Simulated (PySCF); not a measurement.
# How methods differ on the ionisation energy of Hg⁺

Hg⁺ [Xe] 4f14 5d10 6s1 (2S) → Hg²⁺ [Xe] 4f14 5d10 (1S), as a difference of total energies. Computed with PySCF 2.14 in x2c-TZVPPall (11s7p7d3f1g, 97 functions), with scalar relativity by spin-free X2C-1e. Correlated levels: valence and next inner shell: [Kr] 4d10 4f14 frozen. The calculations carry no spin-orbit coupling.

```tsv
method	ionisation energy (eV)	error (eV)
UHF	17.097	-1.660
MP2 (valence and next inner shell)	18.679	-0.078
SCS-MP2 (valence and next inner shell)	18.423	-0.334
CCSD (valence and next inner shell)	18.367	-0.390
CCSD(T) (valence and next inner shell)	18.454	-0.303
```

Reference: 18.757 eV (measured; NIST Atomic Spectra Database, ionization energies).

Errors of the correlated levels include the incompleteness of this basis and the frozen core.
